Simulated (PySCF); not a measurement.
**Broadened absorption spectrum of C5H7NOSi2**

Compound: C5H7NOSi2.
SMILES: `[SiH2]1C(=C[Si@H](C#C)O1)N=C`

Computed with TDDFT PBE0/def2-SVPD, vertical, gas phase, core orbitals frozen in the response in PySCF. The structure is a single GFN2-xTB conformer in the gas phase; no vibrational or solvent corrections. Torsions of this conformer, `[CH:1]#[C:2][Si@H:3]1[CH:4]=[C:5]([N:6]=[CH2:7])[SiH2:8][O:9]1`: C4–C5–N6–C7 87°.

Each state is given a Gaussian of 0.5 eV full width at half maximum, with ε(max) = 2.175×10⁸ f / Δν̃ (Δν̃ the width in cm⁻¹). The width is an assumption, not a result. The curve ends short of the highest state used, and states not computed would add to its high-energy end.

E (eV), ε (L mol⁻¹ cm⁻¹) and a bar:
```
     3.47          0 
     3.55          1 
     3.62          2 
     3.70          6 
     3.78         13 
     3.86         27 
     3.94         47 
     4.02         72 
     4.09         93 
     4.17        109 
     4.25        110 
     4.33         97 
     4.41         74 
     4.48         52 
     4.56         31 
     4.64         17 
     4.72         12 
     4.80         21 
     4.88         58 
     4.95        146 
     5.03        389 #
     5.11        940 ##
     5.19       2039 ####
     5.27       3918 ########
     5.34       6248 #############
     5.42       9405 ####################
     5.50      12360 ##########################
     5.58      14158 ##############################
     5.66      14133 ##############################
     5.73      12624 ###########################
```

(1) Locate the maxima and give the states behind the curve.

(2) On this curve, what absorbance would a 10⁻⁴ mol/L sample give at 308 nm over a 1 cm path?

(3) Coming from long wavelengths, where does ε first pass 100 L mol⁻¹ cm⁻¹?

(4) Does any computed singlet lie in the visible range?

Results:

(1) 294 nm (4.22 eV), ε about 110, made up of S1 (100%); 221 nm (5.62 eV), ε about 14000, made up of S3 (99%) (ε in L mol⁻¹ cm⁻¹; maxima over ε = 5, shares over 10%). The states used: S1 4.22 eV (f 0.0021); S2 5.33 eV (f 0.0041); S3 5.62 eV (f 0.264); S4 5.94 eV (f 0.0005); S5 6.03 eV (f 0.0079); S6 6.26 eV (f 0.0014); S7 6.28 eV (f 0.0079); S8 6.33 eV (f 0.0086).

(2) 308 nm is 4.025 eV, where ε is about 74 L mol⁻¹ cm⁻¹, so A = ε c l ≈ 0.0074 (Beer–Lambert, with the gas-phase spectrum and the assumed width).

(3) At about 301 nm (4.12 eV), 0.10 eV below S1.

(4) No computed singlet lies in the visible range (380 to 750 nm); the lowest, at 294 nm, stands 0.96 eV above its violet end (3.26 eV).

Hardware: an Arm Neoverse V2 with one thread, on a shared host. Cost: 63 s, 1.1 GiB resident at most.
